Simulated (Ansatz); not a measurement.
A run for Ansatz (an electronic-structure program): R-PBE0/def2-TZVPP on GaS+, 2S+1 = 1, a spin state set in the input, which need not be the lowest, a point of a bond scan (R = 2.047 Å). Charge +1.

Ansatz 0.2 input:
```yaml
crystal:
  periodic: [false, false, false]
  atoms:
    - {symbol: S, position_ang: [0.00000000, 0.00000000, 0.00000000]}
    - {symbol: Ga, position_ang: [0.00000000, 0.00000000, 2.04673000]}
basis:
  gaussian:
    orbitals: def2-TZVPP
    pivot_positions_ang: [[0.00000000, 0.00000000, 0.00000000], [0.00000000, 0.00000000, 2.04673000]]
hamiltonian:
  xc: {name: PBE0}
total_charge: 1
output: {forces: true, orbitals: {seedname: ./end}}
```

The log:

```
WARN ansatz: RAYON_NUM_THREADS=2 ignored (pool sized by the plan → 2); use --threads N
Functional definition: PBE0
integrals: 0.03 GiB planned
728 factors; their error is unknown
mean field: 0.27 GiB planned
mean field evaluation 1: about -63180.7991 eV, gradient 5.9e1 eV
mean field evaluation 2: about -63070.3974 eV, gradient 1.6e2 eV
mean field evaluation 4: about -63191.9771 eV, gradient 1.5e1 eV
mean field evaluation 8: about -63192.7829 eV, gradient 1.3e-1 eV
mean field evaluation 16: about -63192.9795 eV, gradient 4.1e-4 eV
mean field -63192.97951268 eV, -2322.2991633512 hartree, gradient 2.2e-5 eV, S^2 0.000000; 1 other end points of the search recorded, 0 dependent functions left out
the calculation of the forces begins
reference -63192.97953487 eV, -2322.2991641663 hartree; 23, 23 occupied and 67, 67 virtual orbitals, 728 factors
Total energy: -63192.97953487 eV, -2322.2991641663 hartree
Atom 0 at     0.000000     0.000000     0.000000 Å, force    -0.000000    -0.000000     0.146501 eV/Å
Atom 1 at     0.000000     0.000000     2.046730 Å, force     0.000000     0.000000    -0.146501 eV/Å
Dipole moment:    -0.000000     0.000000     0.811566 e Å
```

The run converged.

Cost: roughly 1.5 core-seconds.
